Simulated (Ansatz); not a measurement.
CH$_{8}$NSbSi, SMILES `N[CH]([SiH3])[SbH2]` at its PBE0-D4/def2-TZVP geometry, where that method's forces vanish. Charge 0, multiplicity 1. Sb: def2 effective core potential.

```xyz
12

N     0.4583    0.5590    1.3216
C     0.3997   -0.3910    0.2130
Si    0.4986    0.4083   -1.4907
Sb   -1.3673   -1.6595    0.3583
H    -0.3776    1.1299    1.3551
H     1.2502    1.1870    1.2244
H     1.2207   -1.1107    0.3183
H    -0.7005    1.2668   -1.6990
H     0.5725   -0.5944   -2.5903
H     1.7064    1.2809   -1.5508
H    -1.2524   -1.7718    2.0592
H    -2.4087   -0.3045    0.4809
```

Problem. What forces (eV/Å) does ωB97M-V/def2-TZVPP give on these atoms in Ansatz? (An estimate is asked.)

Solution. Computed: 
```
N1   0.022  0.211  0.180
C2  -0.048 -0.330 -0.282
Si3  0.044  0.079 -0.078
Sb4  0.023  0.194  0.174
H5   0.029 -0.011  0.006
H6  -0.052 -0.019  0.007
H7  -0.056  0.070 -0.009
H8   0.119 -0.096  0.026
H9  -0.015  0.100  0.139
H10 -0.135 -0.094  0.005
H11 -0.003 -0.004 -0.146
H12  0.072 -0.100 -0.021
```
